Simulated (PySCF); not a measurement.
# Polarisability and C₆ of Ti²⁺ (titanium, charge +2)

[Ar] 3d1 4s1, high-spin 3D determinant (an excited configuration). All numbers are calculated (PySCF 2.14, no relativity, point nucleus, in aug-cc-pVTZ (8s7p5d3f2g, 93 functions)). Coupled (time-dependent) response in atomic units; α is the mean over directions.

```json
{"method": "wB97M-V", "mean α (bohr³)": "36.78", "α xx, yy, zz": "35.95, 35.95, 38.44", "C₆ (like pair)": "183.3", "S(−4)": "1367"}
```

S(−4) is the Cauchy moment in α(ω) = α(0) + S(−4) ω² + …

α(iu) at wB97M-V:

```
u (hartree)  α(iu) (bohr³)
          0          36.78
     0.0500          33.67
      0.100          27.02
      0.200          15.72
      0.300          9.906
      0.500          5.321
      0.750          3.356
       1.00          2.466
       1.50          1.580
       2.00          1.113
       3.00         0.6336
       5.00         0.2806
```

For an ion, C₆ is the dispersion term alone; charge-induced terms of lower order in 1/R come first.

The components differ because the open shell of this determinant is not spherical; for a pure term their mean is the scalar polarisability.
